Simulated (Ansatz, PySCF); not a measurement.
This PySCF input computes a SVWN5/def2-TZVPD energy:

```python
from pyscf import gto, scf, dft

mol = gto.M(
    atom='''
    Si    0.34699007    0.39812116    0.18158183
    C    -1.51244605    0.18557296    0.19095063
    F     0.99778404   -0.82571578   -0.64998435
    H     0.91208954    0.32284150    1.56001238
    H    -1.77273916   -0.79249230    0.60609456
    H    -1.97323805    0.95809902    0.81014782
    H    -1.92935342    0.25585982   -0.81424493
    ''',
    basis='def2-tzvpd',
    charge=0,
    spin=1,
    verbose=4,
)

mf = dft.UKS(mol, xc='svwn').density_fit(auxbasis='def2-universal-jkfit')
mf.grids.level = 3
mf.conv_tol = 1e-9
mf.max_cycle = 100
mf.max_memory = 1500
mf.kernel()
if not mf.converged:
    mf = mf.newton()
    mf.kernel(mf.make_rdm1())
for _ in range(2):
    mo, _, stable, _ = mf.stability(return_status=True)
    if stable:
        break
    mf.kernel(mf.make_rdm1(mo, mf.mo_occ))
mf.analyze()
```

Problem. Write an input for the same energy in Ansatz (a quantum-chemistry and plane-wave program) and say what it gives.

Solution. 
Ansatz 0.2 input:
```yaml
crystal:
  periodic: [false, false, false]
  atoms:
    - {symbol: Si, position_ang: [0.34699007, 0.39812116, 0.18158183]}
    - {symbol: C, position_ang: [-1.51244605, 0.18557296, 0.19095063]}
    - {symbol: F, position_ang: [0.99778404, -0.82571578, -0.64998435]}
    - {symbol: H, position_ang: [0.91208954, 0.32284150, 1.56001238]}
    - {symbol: H, position_ang: [-1.77273916, -0.79249230, 0.60609456]}
    - {symbol: H, position_ang: [-1.97323805, 0.95809902, 0.81014782]}
    - {symbol: H, position_ang: [-1.92935342, 0.25585982, -0.81424493]}
basis:
  gaussian:
    orbitals: def2-TZVPD
hamiltonian:
  xc: {name: SVWN5}
magnetization: {spin_polarized: true, initial_magnetization: 1}
output: {forces: true}
```
It gives -427.75201 Eh, and PySCF -427.75207 Eh, a difference of 0.06 mEh, from the treatment of integrals and grids.

It need not be the lowest isomer of its formula.
